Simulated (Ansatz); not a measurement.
Scan of F2S, singlet: symmetric bend, bond length relaxed. Scanned: F-S-F angle. Other coordinates (S-F bond length) were minimised at B3LYP/def2-TZVP.

The free coordinates were minimised at B3LYP/def2-TZVP in PySCF; the energy column is CCSD(T) on RHF/aug-cc-pVQZ, frozen core run with Ansatz (an electronic-structure program), in kJ/mol.

| a / ° | S-F bond length / Å | E |
|---|---|---|
| 180 | 1.683 | 240.3 |
| 167 | 1.678 | 224.5 |
| 157 | 1.667 | 194.1 |
| 147 | 1.654 | 154.2 |
| 137 | 1.639 | 110.7 |
| 127 | 1.625 | 68.8 |
| 117 | 1.614 | 33.3 |
| 107 | 1.607 | 8.5 |
| 97 | 1.606 | 0.0 |
| 87 | 1.615 | 16.0 |
| 80 | 1.633 | 48.9 |
